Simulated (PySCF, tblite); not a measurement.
Isomers of C5H11ClO2Si, one GFN2-xTB conformer each. Single-point energies are computed at PBE0/pcSseg-1 (PySCF, gas phase, no added dispersion term), electronic only.

Question: Rank them by PBE0/pcSseg-1 energy, lowest first (kcal/mol).
A. `[CH3:1][CH2:2][C@@H:3]1[CH2:4][O:5][CH2:6][Si@H:7]([Cl:8])[O:9]1` with C1–C2–C3–C4 -176°, C2–C3–C4–O5 178°, C3–C4–O5–C6 75°, C4–O5–C6–Si7 -58°, O5–C6–Si7–Cl8 148°
B. `[CH3:1][O:2][C@@H:3]([CH3:4])[Si@H:5]([Cl:6])[C:7]([CH3:8])=[O:9]` with C1–O2–C3–C4 77°, O2–C3–Si5–Cl6 64°, C3–Si5–C7–C8 81°

Answer: A (0.0), B (31.3).

As drawn, the lower has an Si–O bond, which the higher lacks; the higher has a C=O bond, which the lower lacks. GFN2-xTB itself gives, in the same order: 0.0, 57.2. Both levels put the same isomer lowest.

Question: Which frontier levels, dipoles and rotational constants go with these structures?

Answer: 
| SMILES | HOMO (eV, PBE0/pcSseg-1) | LUMO (eV) | dipole (D) | A, B, C (MHz) |
| --- | --- | --- | --- | --- |
| CC[C@@H]1COC[Si@H](Cl)O1 | -7.00 | 0.53 | 1.46 | 1571, 860.6, 606.8 |
| CO[C@@H](C)[Si@H](Cl)C(C)=O | -6.78 | -1.14 | 3.11 | 1178, 937.2, 741.1 |

Question: What happens when harmonic zero-point energies from GFN2-xTB frequencies are added?

Answer: 
```json
{"SMILES": "CC[C@@H]1COC[Si@H](Cl)O1", "ZPE (kcal/mol)": "98.4", "electronic (kcal/mol)": "0.0", "with ZPE (kcal/mol)": "0.0"}
{"SMILES": "CO[C@@H](C)[Si@H](Cl)C(C)=O", "ZPE (kcal/mol)": "95.1", "electronic (kcal/mol)": "31.3", "with ZPE (kcal/mol)": "28.0"}
```

The zero-point energies span 3.3 kcal/mol. The order is unchanged.
